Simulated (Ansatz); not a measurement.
A structure relaxed at B3LYP-D4/def2-TZVP in Ansatz, charge 1, singlet:

```csv
atom,x (Å),y (Å),z (Å)
Cu1,0.102,0.201,0.165
Cu2,1.928,-1.496,-0.323
Cu3,-2.341,0.677,-0.350
H4,1.629,0.035,-0.314
H5,-1.317,0.583,0.822
```

Give its formula and point group.

the cluster Cu3H2⁺. Point group C2 (tolerance 0.1 Å).

Summarise the bond lengths by kind (pairs closer than 1.2 times the sum of covalent radii, bridged metal pairs left out).

4 × Cu–H 1.56 to 1.61 Å.

The structure comes from a short search, and lower isomers may exist.
